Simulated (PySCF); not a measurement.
Species: C7H9FOS.
Geometry (GFN2-xTB, Å), atoms numbered from 1 in this order:
```
atom  x, y, z in Å
C1     2.714   -0.265    0.488
C2     1.781   -0.387   -0.719
C3     0.577    0.478   -0.564
S4     0.643    2.182   -0.865
C5    -0.997    2.385   -0.422
C6    -1.554    1.202   -0.055
F7    -2.842    1.124    0.340
C8    -0.662    0.092   -0.124
O9    -0.901   -1.214    0.176
C10   -2.222   -1.586    0.504
H11    2.195   -0.562    1.395
H12    3.582   -0.906    0.358
H13    3.051    0.763    0.600
H14    2.322   -0.104   -1.624
H15    1.443   -1.420   -0.817
H16   -1.466    3.347   -0.450
H17   -2.922   -1.346   -0.301
H18   -2.558   -1.110    1.429
H19   -2.192   -2.666    0.645
```

Probes without a nucleus sit at each ring's centroid and 1 Å off its mean plane on both sides; NICS is minus the shielding there, NICSzz its component along the normal. Level: GIAO PBE0/pcSseg-1 (PySCF, non-relativistic, gas phase) on the GFN2-xTB geometry, one conformer.

Ring bond lengths (Å), with Mayer bond orders in brackets: C3–S4 1.731 (1.16), S4–C5 1.711 (1.13), C5–C6 1.358 (1.59), C6–C8 1.425 (1.20), C8–C3 1.371 (1.48).

Q: What do the NICS probes read (ppm)?

A: 
```tsv
ring	type	NICS(0)	NICS(1), two faces	NICS(1)zz, two faces	rms pucker (Å)	centre to ring atoms, mean (Å)
C3–S4–C5–C6–C8	5-membered ring with S; formal bonds all aromatic	-15.9	-10.4 / -10.4	-21.6 / -22.1	0.00	1.29
```

Q: What can be read from them?

A: 
- C3–S4–C5–C6–C8: mean NICS(1)zz -21.8 ppm, shielded, aromatic by this magnetic criterion (flat ring, no four-coordinate atom). NICS(0) lies 6 ppm below the mean NICS(1).

Q: What does the geometric index give? HOMA = 1 − mean of α(R − Ropt)² over the ring bonds, with Krygowski's 1993 parameters (CC: Ropt 1.388 Å, α 257.7 Å⁻²; CS: Ropt 1.677 Å, α 94.09 Å⁻²).

A: 
- C3–S4–C5–C6–C8: HOMA 0.79; the largest term is that of C6–C8, α(R − Ropt)² = 0.36. The geometric and the magnetic index point the same way.

Q: List the ring angles and the Hirshfeld charges of the ring atoms.

A: 
- C3–S4–C5–C6–C8: C3 111.6° (-0.042 e), S4 92.0° (+0.104 e), C5 111.1° (-0.117 e), C6 114.2° (+0.047 e), C8 111.2° (+0.034 e); sum 540.0° against 540° for a flat convex ring.

Q: What are the shieldings of the ring atoms and their hydrogens in the same run (means over atoms taken as equivalent)?

A: 
```json
{"atoms": "C3", "environment": "substituted aromatic carbon", "σ isotropic (ppm)": "51.9", "principal values of the symmetric part, first atom (ppm)": "-9.0, 29.1, 135.5"}
{"atoms": "S4", "environment": "thiophene-type sulfur", "σ isotropic (ppm)": "385.4", "principal values of the symmetric part, first atom (ppm)": "205.5, 437.1, 513.6"}
{"atoms": "C5", "environment": "aromatic CH next to a ring sulfur", "σ isotropic (ppm)": "78.2", "principal values of the symmetric part, first atom (ppm)": "4.1, 75.2, 155.3"}
{"atoms": "C6", "environment": "aromatic C–F carbon", "σ isotropic (ppm)": "30.5", "principal values of the symmetric part, first atom (ppm)": "-29.7, 54.0, 67.2"}
{"atoms": "C8", "environment": "aromatic carbon bearing oxygen", "σ isotropic (ppm)": "42.3", "principal values of the symmetric part, first atom (ppm)": "-18.3, 43.6, 101.6"}
{"atoms": "H16", "environment": "aromatic hydrogen", "σ isotropic (ppm)": "25.20", "principal values of the symmetric part, first atom (ppm)": "21.8, 25.5, 28.3"}
```
